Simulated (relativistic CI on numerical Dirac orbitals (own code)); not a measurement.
# Hg LII: q coefficients and field-shift factors

Computed by Dirac-Coulomb-Breit CI, separate exchange-only KLI orbitals for each configuration, derivatives by finite differences, unscaled Slater integrals, QED left out (own radial code, finite nucleus).

Configurations in the expansion (outside the closed core [Ar] 3d10): 4s, 4p, 4d, 4f, 5s, 5p, 5d, 5f. Levels of other configurations are missing.

With x = (α/α₀)² − 1 an excitation energy changes as ω = ω₀ + qx; K = 2q/ω₀ is the relative enhancement. Terms are leading LS components, so labels can repeat. The field-shift factor is F = δν/δ⟨r²⟩ for the transition from the lowest level.

Lowest level 4s 2S_1/2.

| Level | ω₀ (cm⁻¹) | q (cm⁻¹) | F (GHz/fm²) |
| --- | --- | --- | --- |
| 4p 2P°_1/2 | 925235 | 186100 | -3960 |
| 4p 2P°_3/2 | 2158305 | 1.738e+06 | -4280 |
| 4d 2D_3/2 | 3537449 | 1.811e+06 | -4270 |
| 4d 2D_5/2 | 3798155 | 2.08e+06 | -4260 |
| 4f 2F°_5/2 | 5262193 | 2.069e+06 | -4210 |
| 4f 2F°_7/2 | 5332544 | 2.137e+06 | -4200 |
| 5s 2S_1/2 | 9818807 | 1.101e+06 | -2220 |
| 5p 2P°_1/2 | 10270137 | 1.181e+06 | -4060 |
| 5p 2P°_3/2 | 10852806 | 1.907e+06 | -4210 |
| 5d 2D_3/2 | 11513696 | 1.94e+06 | -4200 |
| 5d 2D_5/2 | 11640587 | 2.071e+06 | -4200 |
| 5f 2F°_5/2 | 12292586 | 2.065e+06 | -4180 |
| 5f 2F°_7/2 | 12332859 | 2.105e+06 | -4180 |

At this charge energies of transitions that change n are usually good to better than 1 %, and those within a shell (Δn = 0) to a few per cent.

Task: Which transition from the lowest level has the largest |K|?

Result: 4p 2P°_3/2 at 2158305 cm⁻¹, K = 1.61.
